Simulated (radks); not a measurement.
Results of a calculation; reference values are marked as such.
All-electron atom: Eu60+ in [He] 2s1 (the NIST ground configuration). Code: a radial shooting solver on a logarithmic mesh with Libxc functionals. Model: scalar-relativistic Kohn-Sham, exchange-only LDA, spin-polarised, spherical densities, point nucleus; open shells are filled with parallel spins first (spin-orbit coupling, left out, can overturn this in heavy ions). Some entries of the table are withheld. Estimate them.

orbital  occ.  eigenvalue (hartree)  <r> (bohr)
1s up       1             -2028.054     0.02223
1s down     1             -2027.215     0.02222
2s up       1             -501.5026         (1)
2s down     0             -497.7476         (2)

Answer. 
(1) 2s up <r> (bohr): 0.09014
(2) 2s down <r> (bohr): 0.09021
